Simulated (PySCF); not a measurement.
Gas-phase reaction: 5 SiH₃I ⇌ 2 HI + SiHI₃ + 2 Si₂H₆

Energies from PySCF, thermal terms from the rigid-rotor harmonic-oscillator model, ideal gas at 1 bar. † marks an energy on the PBE0/def2-TZVP geometry and frequencies; other levels use their own. MP2 and CCSD(T) freeze the core. All species are closed-shell singlets. I: scalar-relativistic def2 core potential, no spin-orbit coupling. MP2 isn't extrapolated to the basis-set limit; its ΔH°(298 K) is 154.4 kJ in def2-SVP and 162.5 kJ in def2-TZVPP. CCSD(T) isn't extrapolated to the basis-set limit; its ΔH°(298 K) is 139.9 kJ in def2-SVP and 143.9 kJ in def2-TZVPP. The harmonic model lacks anharmonicity and excited electronic states, which grow with temperature; levels with a mode under 35 cm⁻¹ are left out. Internal rotation in Si₂H₆ is treated as a harmonic vibration of one conformer, which makes the entropy rough. Soft modes under 120 cm⁻¹ make the harmonic entropy rough for SiHI₃.

```
level                ΔE electronic, kJ  ΔH°(298 K), kJ  ΔS°(298 K), J/K  ΔG°(1600 K), kJ
-------------------  -----------------  --------------  ---------------  ---------------
BLYP/def2-TZVP†                    155             146              -18              146
CCSD(T)/def2-SVP†                  149             140              -18              141
CCSD(T)/def2-TZVPP†                153             144              -18              145
HF/def2-TZVP†                      217             208              -18              208
M06-2X/def2-TZVP†                  192             182              -18              183
MP2/def2-SVP†                      164             154              -18              155
PBE/def2-SVP                       128             119              -17              119
PBE0/def2-TZVP                     155             146              -18              147
r2SCAN/def2-TZVP†                  158             148              -18              149
LDA/def2-TZVP†                     124             114              -18              115
ωB97M-V/def2-TZVP†                 170             160              -18              161
```
ΔH° is lowest at LDA/def2-TZVP† and highest at HF/def2-TZVP†. No reference value is set beside these.
